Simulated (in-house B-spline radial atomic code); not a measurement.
A fraction x of an electron is removed from 4d in the molybdenum ion Mo⁺, starting from [Kr] 4d5 and keeping the highest spin. All numbers are computed (scalar-relativistic (X2C) r2SCAN, spin-polarised, spherical fractional occupations; Fermi nucleus of rms radius 4.4091 fm) with an all-electron radial atomic-structure program (B-spline basis), not measured.

| x | E(x) - E(0) (eV) | 4d up level (eV) |
| --- | --- | --- |
| 0 | 0.0000 | -11.589 |
| 0.03 | 0.3520 | -11.880 |
| 0.19 | 2.3784 | -13.458 |
| 0.31 | 4.0660 | -14.672 |
| 0.42 | 5.7420 | -15.806 |
| 0.5 | 7.0399 | -16.643 |
| 0.51 | 7.2069 | -16.749 |
| 0.73 | 11.1497 | -19.108 |
| 0.8 | 12.5141 | -19.874 |
| 0.98 | 16.2709 | -21.877 |
| 1 | 16.7107 | -22.102 |

The exact functional would give a straight line between the two integer points. Deviations E(x) - E(0) - x[E(1) - E(0)], in eV: -0.149 at x = 0.03, -0.797 at x = 0.19, -1.114 at x = 0.31, -1.276 at x = 0.42, -1.315 at x = 0.5, -1.316 at x = 0.51, -1.049 at x = 0.73, -0.854 at x = 0.8, -0.106 at x = 0.98.

The curve lies below the straight line by up to 1.316 eV (at x = 0.51): convex, the delocalisation error that favours fractional charges.

(1) How well does Slater's transition state (minus the level at half occupation) give the ionisation energy?

Results:

(1) It gives 16.643 eV against 16.711 eV from the two total energies; NIST lists 16.16 eV, ground level to ground level.
